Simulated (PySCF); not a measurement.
Which element holds F most strongly?

CCSD(T) in PySCF with def2-TZVPP on every atom (core potentials on Zr, Sn), for the lowest determinant that a PBE0 search found; no spin–orbit coupling. D0 is De less the harmonic zero-point energy.

| M | state (unpaired electrons) | Re (Å) | ωe (cm⁻¹) | D0(MF) (eV) |
| --- | --- | --- | --- | --- |
| C | doublet (π ↑) | 1.278 | 1312 | 5.45 |
| B | singlet (closed shell) | 1.273 | 1396 | 7.61 |
| Sn | doublet (π ↑) | 1.943 | 593 | 4.72 |
| Zr | quartet (σ ↑, δ ↑↑) | 1.894 | 653 | 5.94 |
| Al | singlet (closed shell) | 1.665 | 797 | 6.78 |
| Ga | singlet (closed shell) | 1.781 | 634 | 5.94 |
| As | triplet (π ↑↑) | 1.743 | 694 | 3.90 |

Q: Order the elements by D0 and give the energy of GaF + Sn → SnF + Ga.

A: B > Al > Zr > Ga > C > Sn > As; ΔE = 5.94 − 4.72 = +1.22 eV at CCSD(T)/def2-TZVPP. Close neighbours can swap at other levels.

Correlated steps freeze the inner cores (1 to 10 orbitals); shallow outer-core shells are correlated. Spin–orbit coupling is left out, which matters for elements this heavy, above all for dissociation energies. Where the molecule has an RHF reference, its open-shell atoms are computed with UHF. States were picked by a PBE0 search and need not be the measured ground states.
